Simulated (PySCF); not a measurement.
Gas-phase reaction: 5 H2 + 4 InCl2 + N2 = 2 InCl3.NH3 + 2 InH2Cl

Method: PySCF energies plus ideal-gas RRHO corrections (1 bar). † marks an energy on the PBE0/def2-TZVP geometry and frequencies; other levels use their own. MP2 freezes the core. Open shells (unrestricted): InCl2 (multiplicity 2); the rest are closed-shell singlets. In: scalar-relativistic def2 core potential, no spin-orbit coupling. Adducts (InCl3.NH3) have no counterpoise correction, and HF, PBE, BLYP, B3LYP and PBE0 lack dispersion. InCl2, InCl3.NH3, InH2Cl: computed as isolated molecules; such fragments, hydroxides, amides, oligomers or adducts are transient or little studied in the gas. MP2 isn't extrapolated to the basis-set limit.

| level | ΔH°(298 K), kJ |
|---|---|
| BLYP/def2-TZVP† | -339 |
| HF/def2-TZVP† | (withheld) |
| MP2/def2-SVP† | (withheld) |
| MP2/def2-TZVPP† | (withheld) |
| PBE/def2-SVP | (withheld) |
| PBE/def2-TZVP† | -474 |
| LDA/def2-TZVP† | -725 |
| ωB97M-V/def2-TZVP† | -585 |
| ωB97X-V/def2-TZVP† | -609 |

Problem. Fill in the missing entries.

Solution. 
- HF/def2-TZVP†, ΔH°(298 K), kJ: -412
- MP2/def2-SVP†, ΔH°(298 K), kJ: -573
- MP2/def2-TZVPP†, ΔH°(298 K), kJ: -577
- PBE/def2-SVP, ΔH°(298 K), kJ: -521
